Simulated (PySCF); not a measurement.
CH₅O, charge +1.

```xyz
7

C     -0.7968    -0.0180     0.0000
O      0.7186     0.0866     0.0000
H     -1.1043     0.5054     0.8985
H     -1.1043     0.5054    -0.8985
H     -1.0631    -1.0701     0.0000
H      1.1518    -0.2629     0.8022
H      1.1518    -0.2629    -0.8022
```
Charge +1, spin multiplicity 1.

Geometry: B3LYP-D3(BJ)/def2-TZVP. The isomer is the one that the SMILES or the coordinates give; other isomers of the formula were not compared.

Computed with PySCF with PBE0/pcSseg-2. Non-relativistic, no solvent.

Computed absolute GIAO shielding of each atom: isotropic value and principal components (ppm):
| atom | σ(iso) | σ11 | σ22 | σ33 | span |
|---|---|---|---|---|---|
| C1 | 102.9 | 58.2 | 64.2 | 186.5 | 128.3 |
| O2 | 308.2 | 268.4 | 300.5 | 355.6 | 87.2 |
| H3 | 26.2 | 23.6 | 24.0 | 31.0 | 7.4 |
| H4 | 26.2 | 23.6 | 24.0 | 31.0 | 7.4 |
| H5 | 26.3 | 23.4 | 24.2 | 31.2 | 7.8 |
| H6 | 25.6 | 16.8 | 20.4 | 39.7 | 22.9 |
| H7 | 25.6 | 16.8 | 20.4 | 39.7 | 22.9 |
